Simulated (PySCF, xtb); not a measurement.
F2Hg, SMILES [F][Hg][F].

xtb with GFN2-xTB at its own geometry gives an orbital gap of 3.56 eV and a dipole moment of 4.31 D.

Geometry optimised at B3LYP-D3(BJ)/def2-TZVP. The def2 effective core potentials stand for the cores of Hg; spin–orbit coupling is left out.

Problem. What does PySCF with M06-2X/def2-TZVPD give? (An estimate is asked for; the answer gives what the named calculation found.)

Solution. gap 10.76 eV (levels -12.33 and -1.57 eV), dipole 0.00 D.
